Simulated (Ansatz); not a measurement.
Ansatz results at the PBE0-D4/def2-TZVP geometry: HOMO energy (B3LYP/def2-TZVPP) -6.46 eV; ideal-gas entropy at 298 K and 1 bar (rigid rotor, harmonic PBE0-D4/def2-TZVP) 307 J/(mol·K); LUMO energy (PBE0/def2-TZVPP) -0.30 eV.

Each molecule was computed in one conformer, which needn't be the lowest.

Question: Which molecule gave them?
A. `NC([SiH3])=S`
B. `NC1[SiH2]S1`
C. `N[SiH]1CS1`
D. `[SiH3]BCBr`

Answer: B. The others give `NC([SiH3])=S`: -5.97, 321, -1.46; `[SiH3]BCBr`: -7.78, 341, -1.26; `N[SiH]1CS1`: -6.46, 315, 0.45.

B3LYP here is the variant with VWN-RPA as its local correlation; programs differ in this.
